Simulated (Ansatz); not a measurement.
Relaxation of CH₅NOZn (9 atoms, charge 0, multiplicity 1), to a largest force component of 0.015 eV/Å in at most 40 steps.

Method: RKS revPBE-D4/def2-SVP in Ansatz 0.2.0.

```xyz
9
Properties=species:S:1:pos:R:3:forces:R:3
N 0.591 0.900 -0.617 -2.86 2.76 -1.39
C 0.663 -0.452 -0.222 -0.96 -1.00 0.26
O 1.987 -0.812 0.147 -14.70 -1.23 13.10
Zn 3.033 -0.741 -0.848 15.06 0.98 -13.35
H 0.154 0.961 -1.616 0.92 0.03 1.90
H -0.157 1.423 -0.004 1.84 -0.93 -1.14
H 0.285 -1.092 -1.066 0.22 -0.22 0.41
H -0.061 -0.583 0.640 0.32 -0.28 0.52
H -1.365 0.241 2.286 0.16 -0.12 -0.31
```

Where does it end, and by what steps?

The run converged. After 38 steps the energy has fallen by 7.306 eV; Zn4 moved furthest, 1.85 Å. The start is strongly strained (largest force component 15 eV/Å), so its close contacts needn't be bonds. Parted: C2–Zn4, C2–H8, O3–Zn4. Joined: H8–H9.

| step | energy less start (eV) | largest force component (eV/Å) | accepted |
| --- | --- | --- | --- |
| 0 | 0.0000 | 15.058 | yes |
| 2 | -3.4338 | 2.328 | yes |
| 4 | -4.2646 | 1.252 | yes |
| 6 | -5.6890 | 2.612 | yes |
| 8 | -6.7073 | 1.213 | yes |
| 10 | -7.1046 | 1.075 | yes |
| 12 | -7.2248 | 0.212 | yes |
| 14 | -7.2466 | 0.358 | yes |
| 16 | -7.2636 | 0.205 | yes |
| 18 | -7.2784 | 0.107 | yes |
| 20 | -7.2872 | 0.069 | yes |
| 22 | -7.2931 | 0.249 | yes |
| 24 | -7.2997 | 0.259 | yes |
| 26 | -7.3015 | 0.220 | no |
| 28 | -7.3048 | 0.041 | yes |
| 30 | -7.3053 | 0.022 | yes |
| 32 | -7.3056 | 0.028 | yes |
| 34 | -7.3058 | 0.027 | yes |
| 36 | -7.3060 | 0.040 | yes |
| 38 | -7.3062 | 0.005 | yes |

```xyz
9
Properties=species:S:1:pos:R:3
N 0.289 0.708 -1.186
C 0.362 -0.648 -1.084
O 0.872 -1.258 -0.145
Zn 3.046 0.035 0.834
H -0.062 1.159 -2.031
H 0.764 1.279 -0.481
H -0.107 -1.174 -1.963
H 0.174 -0.284 2.084
H -0.208 0.030 2.672
```

Whether the end is a true minimum wasn't checked by a vibrational analysis.

The run took 89 s on 2 threads of Arm Neoverse V1 (shared host), peak memory 0.19 GiB.
